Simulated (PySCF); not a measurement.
Isomers of C4H9FSSi.

All values: PBE0/pcSseg-1 (PySCF) at GFN2-xTB geometries, gas phase, one conformer each.

Question: Rank by LUMO energy, lowest first.
A. `[CH3:1][CH2:2][Si:3]1([F:4])[CH2:5][S:6][CH2:7]1` with C1–C2–Si3–F4 50°
B. `[CH3:1][S:2][Si@@H:3]1[CH2:4][CH2:5][C@H:6]1[F:7]` with C1–S2–Si3–C4 -87°, S2–Si3–C4–C5 -122°, Si3–C4–C5–C6 13°, C4–C5–C6–F7 -132°, S2–Si3–C6–C5 127°
C. `[CH3:1]/[CH:2]=[C:3](/[SiH2:4][F:5])[S:6][CH3:7]` with C2–C3–Si4–F5 -3°, C2–C3–S6–C7 -156°

Answer: C (-0.27 eV), B (-0.15 eV), A (0.12 eV).

Question: Rank by dipole moment, lowest first.
A. `[CH3:1][C@@H:2]1[SiH2:3][S:4][CH2:5][C@H:6]1[F:7]` with C1–C2–Si3–S4 -145°, C2–Si3–S4–C5 -5°, Si3–S4–C5–C6 31°, S4–C5–C6–F7 -175°
B. `[F:1][C@@H:2]1[S:3][C@@H:4]1[CH2:5][CH2:6][SiH3:7]` with S3–C4–C5–C6 -161°, C4–C5–C6–Si7 -179°
C. `[CH3:1][CH2:2][Si:3]1([F:4])[CH2:5][S:6][CH2:7]1` with C1–C2–Si3–F4 50°
D. `[CH3:1][SiH2:2][CH2:3][C@@H:4]1[S:5][C@@H:6]1[F:7]` with C1–Si2–C3–C4 -57°, Si2–C3–C4–S5 164°
E. `[CH3:1][S:2][Si@@H:3]1[CH2:4][CH2:5][C@H:6]1[F:7]` with C1–S2–Si3–C4 -87°, S2–Si3–C4–C5 -122°, Si3–C4–C5–C6 13°, C4–C5–C6–F7 -132°, S2–Si3–C6–C5 127°
F. `[CH3:1][CH2:2][SiH2:3][C@@H:4]1[S:5][C@@H:6]1[F:7]` with C1–C2–Si3–C4 -177°, C2–Si3–C4–S5 21°

Answer: F (1.26 D), A (1.56 D), D (1.96 D), B (2.12 D), C (2.56 D), E (2.72 D).

Question: Rank by the lowest IAO charge on any atom, lowest value first.
A. `[CH3:1][S:2][Si@@H:3]1[CH2:4][CH2:5][C@H:6]1[F:7]` with C1–S2–Si3–C4 -87°, S2–Si3–C4–C5 -122°, Si3–C4–C5–C6 13°, C4–C5–C6–F7 -132°, S2–Si3–C6–C5 127°
B. `[F:1][C@@H:2]1[S:3][C@@H:4]1[CH2:5][CH2:6][SiH3:7]` with S3–C4–C5–C6 -161°, C4–C5–C6–Si7 -179°
C. `[CH3:1][SiH2:2][CH2:3][C@@H:4]1[S:5][C@@H:6]1[F:7]` with C1–Si2–C3–C4 -57°, Si2–C3–C4–S5 164°
D. `[CH3:1][C@@H:2]1[SiH2:3][S:4][CH2:5][C@H:6]1[F:7]` with C1–C2–Si3–S4 -145°, C2–Si3–S4–C5 -5°, Si3–S4–C5–C6 31°, S4–C5–C6–F7 -175°
E. `[CH3:1][CH2:2][Si:3]1([F:4])[CH2:5][S:6][CH2:7]1` with C1–C2–Si3–F4 50°

Answer: C (-0.717 e), E (-0.659 e), A (-0.558 e), B (-0.533 e), D (-0.415 e).

All values together:

| SMILES | μ (D) | HOMO (eV) | LUMO (eV) | lowest IAO charge (e) | highest IAO charge (e) | lowest Hirshfeld charge (e) | highest Hirshfeld charge (e) |
| --- | --- | --- | --- | --- | --- | --- | --- |
| CC[SiH2][C@@H]1S[C@@H]1F | 1.26 | -6.84 | -0.14 | -0.530 (C) | +0.763 (Si) | -0.158 (C) | +0.335 (Si) |
| CC[Si]1(F)CSC1 | 2.56 | -6.37 | 0.12 | -0.659 (C) | +1.346 (Si) | -0.203 (F) | +0.478 (Si) |
| C[SiH2]C[C@@H]1S[C@@H]1F | 1.96 | -6.92 | 0.01 | -0.717 (C) | +0.766 (Si) | -0.215 (C) | +0.351 (Si) |
| C/C=C(/[SiH2]F)SC | 1.58 | -6.27 | -0.27 | -0.539 (F) | +1.085 (Si) | -0.200 (F) | +0.409 (Si) |
| CS[Si@@H]1CC[C@H]1F | 2.72 | -6.97 | -0.15 | -0.558 (C) | +0.787 (Si) | -0.167 (C) | +0.330 (Si) |
| F[C@@H]1S[C@@H]1CC[SiH3] | 2.12 | -6.99 | 0.07 | -0.533 (C) | +0.605 (Si) | -0.155 (C) | +0.321 (Si) |
| C[C@@H]1[SiH2]SC[C@H]1F | 1.56 | -6.99 | -0.08 | -0.415 (C) | +0.685 (Si) | -0.119 (C) | +0.323 (Si) |

Conformers: `[CH3:1][CH2:2][SiH2:3][C@@H:4]1[S:5][C@@H:6]1[F:7]` with C1–C2–Si3–C4 -177°, C2–Si3–C4–S5 21°; `[CH3:1][CH2:2][Si:3]1([F:4])[CH2:5][S:6][CH2:7]1` with C1–C2–Si3–F4 50°; `[CH3:1][SiH2:2][CH2:3][C@@H:4]1[S:5][C@@H:6]1[F:7]` with C1–Si2–C3–C4 -57°, Si2–C3–C4–S5 164°; `[CH3:1]/[CH:2]=[C:3](/[SiH2:4][F:5])[S:6][CH3:7]` with C2–C3–Si4–F5 -3°, C2–C3–S6–C7 -156°; `[CH3:1][S:2][Si@@H:3]1[CH2:4][CH2:5][C@H:6]1[F:7]` with C1–S2–Si3–C4 -87°, S2–Si3–C4–C5 -122°, Si3–C4–C5–C6 13°, C4–C5–C6–F7 -132°, S2–Si3–C6–C5 127°; `[F:1][C@@H:2]1[S:3][C@@H:4]1[CH2:5][CH2:6][SiH3:7]` with S3–C4–C5–C6 -161°, C4–C5–C6–Si7 -179°; `[CH3:1][C@@H:2]1[SiH2:3][S:4][CH2:5][C@H:6]1[F:7]` with C1–C2–Si3–S4 -145°, C2–Si3–S4–C5 -5°, Si3–S4–C5–C6 31°, S4–C5–C6–F7 -175°.
